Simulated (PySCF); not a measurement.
A series of related open-shell species. All by UKS B3LYP (pcH-1 on C F H N O S Si) in PySCF, non-relativistic with spin–orbit coupling as a perturbation, on GFN2-xTB geometries; isolated species, one conformer each; SCF stability not tested in every run; the geometry of [CH][SiH3] (triplet state) has an imaginary frequency at that level; the triplets need not be ground states. Couplings are magnitudes for isotopes of over 50 % abundance, averaged over nuclei equivalent by connectivity (but not across a short bond from an atom whose three angles sum to over 350°); populations are Mulliken's. Couplings are sensitive to structure, and on GFN2-xTB geometries they can be far from those on DFT ones.

| species | change | ⟨S²⟩ | g1 | g2 | g3 | largest spin population on | largest couplings |
| --- | --- | --- | --- | --- | --- | --- | --- |
| F[C]F (triplet state) | none (reference member) | 2.003 | 2.0022 | 2.0030 | 2.0034 | carbon bonded to 2 F (1.71) | 2 × 19F 273 MHz |
| [CH][SiH3] (triplet state) | none (reference member) | 2.008 | 2.0021 | 2.0024 | 2.0026 | carbon bonded to Si and H (1.99) | 3 × 1H 47 MHz, 1 × 1H 42 MHz |
| [CH]c1cccs1 (triplet state) | none (reference member) | 2.041 | 2.0025 | 2.0033 | 2.0039 | carbon bonded to C and H (1.46) | 1 × 1H 16 MHz, 1 × 1H 14 MHz, 1 × 1H 4 MHz, 1 × 1H 4 MHz |
| N#C[C]C#N (triplet state) | none (reference member) | 2.072 | 2.0022 | 2.0033 | 2.0033 | carbon bonded to 2 C (1.26) | 2 × 14N 9 MHz |
| C#C[C]C(F)(F)F (triplet state) | none (reference member) | 2.053 | 2.0022 | 2.0024 | 2.0024 | carbon bonded to C and H (1.27) | 3 × 19F 53 MHz, 1 × 1H 50 MHz |
| C[C]C (triplet state) | none (reference member) | 2.007 | 2.0021 | 2.0025 | 2.0025 | carbon bonded to 2 C (1.87) | 6 × 1H 66 MHz |
| [CH]C#N (triplet state) | none (reference member) | 2.051 | 2.0022 | 2.0030 | 2.0030 | carbon bonded to C and H (1.49) | 1 × 1H 58 MHz, 1 × 14N 12 MHz |

Question: Predict the same entries for `CO[CH]` [triplet].

Answer: ⟨S²⟩: 2.004; g1: 2.0021; g2: 2.0025; g3: 2.0031; largest spin population on: carbon bonded to O and H (1.73); largest couplings: 1 × 1H 89 MHz, 3 × 1H 3 MHz. The largest Mulliken spin populations are on C1 (+1.73) and O2 (+0.16). (Numbering: [CH:1][O:2][CH3:3] (hydrogens: H4 on C1; H5, H6, H7 on C3).)

Means can hide wide spreads in the frozen geometry: C[C]C (triplet state), 6 × 1H from 43 to 78 MHz (mean 66); [CH][SiH3] (triplet state), 3 × 1H from 37 to 59 MHz (mean 47).
